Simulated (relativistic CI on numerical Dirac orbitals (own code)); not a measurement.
# L2,3 absorption of manganese in several valence states

Computed multiplet spectra 2p⁶3dⁿ → 2p⁵3dⁿ⁺¹ (Dirac-Coulomb-Breit ions, Slater integrals scaled by 0.8, an assumed crystal field that grows with the charge, no charge transfer; 300 K; Lorentzian 0.4 eV and Gaussian 0.3 eV FWHM at both edges, so that L2 comes out sharper than in experiment). Peaks over 5 % are given in eV from the highest peak in the L3 region of each spectrum (height, largest 100). S of the lowest state is read from ⟨S²⟩, and the branching ratio is the share of L3, cut at the minimum between the edges.

Field parameters in Wybourne normalisation: Oh B⁴₀ = 21Dq, B⁴₄ = √(5/14) B⁴₀. The field is a parameter set, without covalency.

- Mn²⁺ (d5, Oh, 10Dq = 16050 cm⁻¹): S = 2.50, high spin, branching ratio 0.77; peaks -2.1 (38), 0.0 (100), 1.2 (24), 3.2 (8), 4.2 (5), 9.0 (14), 11.0 (18), 12.2 (14)
- Mn³⁺ (d4, Oh, 10Dq = 20750 cm⁻¹): S = 1.94, high spin, branching ratio 0.68; peaks -2.4 (56), 0.0 (100), 1.3 (57), 2.8 (19), 6.7 (14), 8.0 (39), 10.1 (22), 11.4 (26), 12.7 (12)
- Mn⁵⁺ (d2, Oh, 10Dq = 30100 cm⁻¹): S = 1.00, branching ratio 0.58; peaks -6.9 (8), -6.3 (10), -4.3 (34), -2.8 (31), -2.2 (31), 0.0 (100), 0.8 (87), 1.7 (56), 2.6 (24), 3.4 (31), 4.4 (47), 6.1 (20), 8.0 (46), 8.9 (72), 10.4 (72), 11.5 (63), 12.9 (14)

Q: What spin state follows for Mn⁴⁺ in Oh, 10Dq = 25400 cm⁻¹, and does its branching ratio lie nearer 2/3 or nearer 0.8?

A: Mn⁴⁺ (d3, Oh, 10Dq = 25400 cm⁻¹): S = 1.50, branching ratio 0.59; peaks -3.5 (30), -1.8 (51), 0.0 (83), 0.7 (71), 1.2 (73), 4.0 (12), 5.9 (8), 7.9 (39), 9.0 (100), 10.3 (37), 11.8 (48), 13.5 (6). High-spin states, above all those with an unquenched orbital moment, raise the ratio above the statistical 2/3; low spin and nearly empty shells keep it near or below 2/3.

The centroid of the whole edge, which also moves with the branching ratio, lies at 645.3 (Mn²⁺), 648.5 (Mn³⁺), 653.2 (Mn⁴⁺), 657.8 (Mn⁵⁺) eV in this ionic model, in steps of 3.2 to 4.7 eV. Compounds show about 1 to 2 eV a unit and lower energies for the high valences, since ligands screen the charge. The multiplet shape follows the d count and the spin state, and so serves as a fingerprint of valence.
